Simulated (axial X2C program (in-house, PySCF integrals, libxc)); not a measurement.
# Low determinants of MoN at the PBE0 level, scalar-relativistic

Computed with an in-house all-electron X2C program for linear molecules (integrals from PySCF). Spin-free means the one-electron spin-free X2C Hamiltonian. Basis: Mo dyall-cv3z [11s12p9d5f3g], N dyall-av3z [7s7p3d2f] (cores contracted in-house); Gaussian nuclei, density fitting, unrestricted open shells. Masses: Mo 97.905 u, N 14.003 u.

Search at 1.610 Å (vertical energies from the lowest determinant):

```json
{"ΔE (eV)": "0.00", "state": "M_S = 3/2, Λ = 0", "electrons beyond evenly filled partner blocks": "σα, δ+α, δ-α", "electrons in σ, π, δ, φ": "23 20 6 0"}
{"ΔE (eV)": "0.85", "state": "M_S = 1/2, Λ = 0", "electrons beyond evenly filled partner blocks": "σβ, δ+α, δ-α", "electrons in σ, π, δ, φ": "23 20 6 0"}
{"ΔE (eV)": "1.37", "state": "M_S = 1/2, Λ = 0", "electrons beyond evenly filled partner blocks": "σα, δ+β, δ-α", "electrons in σ, π, δ, φ": "23 20 6 0"}
{"ΔE (eV)": "1.37", "state": "M_S = 1/2, Λ = 4", "electrons beyond evenly filled partner blocks": "σα, δ+α, δ+β", "electrons in σ, π, δ, φ": "23 20 6 0"}
{"ΔE (eV)": "1.67", "state": "M_S = 1/2, Λ = 2", "electrons beyond evenly filled partner blocks": "δ+α, δ+β, δ-α", "electrons in σ, π, δ, φ": "22 20 7 0"}
{"ΔE (eV)": "1.97", "state": "M_S = 3/2, Λ = 1", "electrons beyond evenly filled partner blocks": "π+α, δ+α, δ-α", "electrons in σ, π, δ, φ": "22 21 6 0"}
{"ΔE (eV)": "2.21", "state": "M_S = 1/2, Λ = 2", "electrons beyond evenly filled partner blocks": "δ+α", "electrons in σ, π, δ, φ": "24 20 5 0"}
```

Lowest determinant, M_S = 3/2, Λ = 0 (beyond evenly filled blocks: σα, δ+α, δ-α): Re = 1.609 Å, ωe = 1125.6 cm⁻¹.

The determinant in row 2 of the search, M_S = 1/2, Λ = 0 (beyond evenly filled blocks: σβ, δ+α, δ-α), was followed along the bond at PBE0; measured from the minimum of the lowest determinant it gives:

Te = 0.843 eV (6802 cm⁻¹), Re = 1.594 Å, ωe = 1191.7 cm⁻¹.

Question: Compare the bond of the determinant in row 2 with that of the lowest one.

Answer: At PBE0 its Re is 0.015 Å shorter and its force constant, which goes as ωe², is 1.12 times that of the lowest determinant. This determinant mixes spin states, so it has no term energy of its own.

The search compares states at one distance, so a state with another bond length can lie lower; it is not exhaustive and yields mostly the lowest determinant of each block pattern, so other components and higher states of one pattern are missing. These are energies of single determinants, not of spin-adapted states; PBE0 term energies can be off by some tenths of an eV, and the functional has no current term. Row 1 is spin-contaminated (⟨S²⟩ = 3.83 against 3.75), so its values are not those of a pure state. Row 2 is spin-contaminated (⟨S²⟩ = 1.78 against 0.75), so its values are not those of a pure state.
